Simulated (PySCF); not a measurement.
Species: C₇H₁₁F₃O.
SMILES with atom numbers: `[CH3:1][C@@H:2]1[CH2:3][CH2:4][O:5][C@H:6]([F:7])[C@@H:8]([F:9])[C@@H:10]1[F:11]` (hydrogens: H12, H13, H14 on C1; H15 on C2; H16, H17 on C3; H18, H19 on C4; H20 on C6; H21 on C8; H22 on C10)

Cartesian coordinates in Å at the PBE0-D3(BJ)/def2-SVP level; atoms count from 1:
```xyz
22
C7H11F3O angstrom
C      1.6868   -0.0805    0.9233
C      1.1335    0.3004   -0.4459
C      0.3207    1.5947   -0.4521
C     -0.9501    1.5729    0.3711
O     -1.8872    0.5995   -0.0661
C     -1.7460   -0.6851    0.3892
F     -1.5224   -0.6885    1.7491
C     -0.6674   -1.5571   -0.2781
F     -1.3187   -2.4383   -1.1141
C      0.3774   -0.8424   -1.1133
F      1.2914   -1.8046   -1.4940
H      2.2859   -1.0000    0.8501
H      0.8913   -0.2542    1.6634
H      2.3390    0.7153    1.3134
H      1.9909    0.4626   -1.1209
H      0.0644    1.8550   -1.4928
H      0.9541    2.4141   -0.0724
H     -1.4720    2.5355    0.2740
H     -0.7352    1.4275    1.4411
H     -2.7074   -1.1892    0.2002
H     -0.1685   -2.1480    0.5065
H     -0.1218   -0.4775   -2.0279
```

Computed with PBE0-D3(BJ)/def2-SVP geometry optimisation, gas phase (PySCF).

Take the most abundant isotopes and a rigid rotor. The values belong to one conformer with, in the numbering `[CH3:1][C@@H:2]1[CH2:3][CH2:4][O:5][C@H:6]([F:7])[C@@H:8]([F:9])[C@@H:10]1[F:11]`, C1–C2–C3–C4 -64°, C2–C3–C4–O5 -61°, C3–C4–O5–C6 84°, C4–O5–C6–F7 46°.

Question: Give the principal moments of inertia and the rotational constants in cm⁻¹.

Answer: Ia = 399.63, Ib = 445.27, Ic = 628.06 u·Å²; 505379 MHz·u·Å²/I gives 1265, 1135 and 804.7 MHz, that is A = 0.04218, B = 0.03786, C = 0.02684 cm⁻¹.

Question: Classify the top.

Answer: An asymmetric top: κ = (2 × 1135 − 1265 − 804.7)/(1265 − 804.7) = 0.44.

Question: Is it planar, by Δ = Ic − Ia − Ib?

Answer: Not planar: Δ = Ic − Ia − Ib = -216.84 u·Å². For a rigid frame Δ = −2 Σ m c², so Σ m c² = 108.42 u·Å² lies off the ab plane: 20.42 from hydrogen and 88.01 from heavier atoms. The atom farthest from that plane is 1.97 Å away.

Question: Give the other two planar moments, Paa and Pbb, and the rms extents of the mass along the axes.

Answer: Paa = Σ m a² = (Ib + Ic − Ia)/2 = 336.85 and Pbb = Σ m b² = (Ia + Ic − Ib)/2 = 291.21 u·Å². With the mass M = 168.08 u, the rms extents √(P/M) along a, b and c are 1.42, 1.32, 0.80 Å.

Question: Where do the levels up to J = 3 lie, in cm⁻¹?

Answer: Above 0(0,0):
J = 1: 1(0,1) 0.0647, 1(1,1) 0.0690, 1(1,0) 0.0800
J = 2: 2(0,2) 0.1864, 2(1,2) 0.1874, 2(1,1) 0.2205, 2(2,1) 0.2334, 2(2,0) 0.2412
J = 3: 3(0,3) 0.3609, 3(1,3) 0.3610, 3(1,2) 0.4227, 3(2,2) 0.4275, 3(2,1) 0.4549, 3(3,1) 0.4806, 3(3,0) 0.4851
The levels of one J sum to (2J + 1)J(J + 1)(A + B + C)/3.

Question: Predict some low-J microwave lines.

Answer: The dipole components are |μa| = 1.70 D, |μb| = 2.16 D, |μc| = 0.03 D. The squared components, which scale the intensities, stand as 0.62 : 1.00 : 0.00 (a : b : c). Some lines, for components of 0.1 D or more:

```tsv
type	branch	J(Ka,Kc)	MHz	lower level (cm⁻¹)
b	Q	1(1,0) ← 1(0,1)	460	0.065
b	Q	3(2,1) ← 3(1,2)	965	0.423
b	Q	4(3,1) ← 4(2,2)	1001	0.736
b	Q	2(1,1) ← 2(0,2)	1022	0.186
b	Q	4(4,0) ← 4(3,1)	1330	0.769
a	Q	4(2,2) ← 4(2,3)	1682	0.680
b	Q	4(2,2) ← 4(1,3)	1715	0.678
b	Q	3(1,2) ← 3(0,3)	1852	0.361
b	Q	3(2,2) ← 3(1,3)	1993	0.361
b	Q	4(3,2) ← 4(2,3)	2069	0.680
b	R	1(1,1) ← 0(0,0)	2069	0.000
a	Q	4(1,3) ← 4(1,4)	2689	0.589
b	R	2(0,2) ← 1(1,1)	3518	0.069
b	R	3(1,3) ← 2(0,2)	5237	0.186
b	R	3(1,2) ← 2(2,1)	5673	0.233
a	R	3(2,2) ← 2(2,1)	5819	0.233
b	R	3(2,2) ← 2(1,1)	6208	0.220
a	R	3(2,1) ← 2(2,0)	6406	0.241
b	R	4(0,4) ← 3(1,3)	6825	0.361
a	R	4(1,4) ← 3(1,3)	6825	0.361
b	R	3(3,1) ← 2(2,0)	7179	0.241
b	R	4(2,2) ← 3(3,1)	7644	0.481
a	R	4(1,3) ← 3(1,2)	7668	0.423
b	R	4(2,3) ← 3(1,2)	7701	0.423
b	R	4(4,1) ← 3(3,0)	9774	0.485
b	R	4(2,2) ← 3(1,3)	11229	0.361
```

Question: Estimate the classical rotational partition function at 10 K, 50 K and 200 K.

Answer: Point group C1, symmetry number σ = 1; q = (√π/σ)·√((kT/h)³/(ABC)), k/h = 20836.6 MHz/K: 4960 at 10 K, 55500 at 50 K, 444000 at 200 K.

No frequency check. Constants of a rigid frame at the computed geometry: no zero-point averaging, no centrifugal distortion. A rigid rotor knows nothing of internal rotation, which can split or shift real lines.

The run took about 9 min of CPU time (one thread, shared machine). This is the geometry optimisation.
